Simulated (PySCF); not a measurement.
**Unknown compound**

An unknown has the formula C$_{6}$H$_{11}$NOSi. Its calculated NMR data are:

1H NMR (300 MHz, computed): δ 8.20 (s, 1H), 4.54 (s, 3H), 2.70 (t, 2H), 1.56 (m, 2H), 0.85 (t, 3H).

13C{1H} NMR (computed): δ 169.1 (C), 155.9 (CH), 139.0 (C), 30.0 (CH2), 28.8 (CH2), 14.3 (CH3).

Calculated, not measured (PySCF 2.14.0 with density-fitted response routines): structure optimised with GFN2-xTB, shieldings: GIAO PBE0/pcSseg-1. One conformer, no solvent model, fast rotation and ring inversion assumed for equivalent nuclei, non-relativistic.

δ = σ(ref) − σ, references computed at the same level: TMS for 1H (σ = 31.72 ppm) and 13C (σ = 186.93 ppm).

What is the structure?

Answers


- The formula gives 3 degrees of unsaturation (1 ring in the answer).
- 6 carbon signals for 6 carbons: no two carbons are equivalent.
- Carbon types of the structure: 2 × C, 1 × CH, 2 × CH2, 1 × CH3, leaving 3 H on heteroatoms.
- δC 169.1: substituted aromatic carbon next to the ring oxygen.
- δC 155.9: aromatic CH next to a ring nitrogen; the adjacent pyridine-type nitrogen withdraws density from it.
- δC 139.0: substituted aromatic carbon.
- δC 30.0: sp3 CH2; saturated and bonded to C and H only.
- δC 28.8: sp3 CH2 on an aromatic ring; a saturated carbon with 2 carbon neighbours and no heteroatom attached.
- δC 14.3: methyl carbon; aliphatic region, no heteroatom directly attached.
- δH 8.20: hydrogen on an aromatic CH next to a ring nitrogen; ring current plus the neighbouring ring nitrogen.

Structure: SMILES CCCc1cnoc1[SiH3].

The data come from this structure; uniqueness wasn't tested.

Shifts are as computed. Against solution values, carbons near 30 ppm lie about +3 ppm off and those near 130 ppm about +5 ppm. Of 1211 compounds with measured shifts, 218 miss one by over three times the rms of a fit or turn the order of signals round; such compounds aren't used in these exercises. No couplings were computed; multiplicities are counted from neighbouring protons, with m where these are inequivalent, close in shift, in a saturated or five-membered ring or joined by F or P, and br s for small geminal =CH2 splittings.
